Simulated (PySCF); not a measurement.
N-ethyl-methylboronamidic acid (C₃H₁₀BNO), SMILES B(C)(NCC)O.

The structure is a stationary point at B3LYP-D3(BJ)/def2-SVP. One conformer was computed; it need not be the lowest.

Calculation: TDA-PBE0/def2-SVPD (PySCF 2.14.0).

Vertical excitations. Gas-phase values at a fixed geometry.

```csv
state,energy (eV),λ (nm),f,main pairs
S1,6.11,203,0.005,HOMO→LUMO 97 %
S2,7.05,176,0.037,HOMO→LUMO+1 86 %
S3,7.35,169,0.055,HOMO→LUMO+2 86 %
S4,7.73,160,0.029,"HOMO→LUMO+3 62 %, HOMO→LUMO+4 33 %"
S5,7.84,158,0.022,HOMO−1→LUMO 96 %
S6,7.92,157,0.034,"HOMO→LUMO+5 67 %, HOMO→LUMO+4 18 %"
T1,5.97,208,0,HOMO→LUMO 93 %
T2,6.42,193,0,"HOMO→LUMO+4 41 %, HOMO→LUMO+3 39 %"
```
Triplets are in the Tamm–Dancoff approximation.
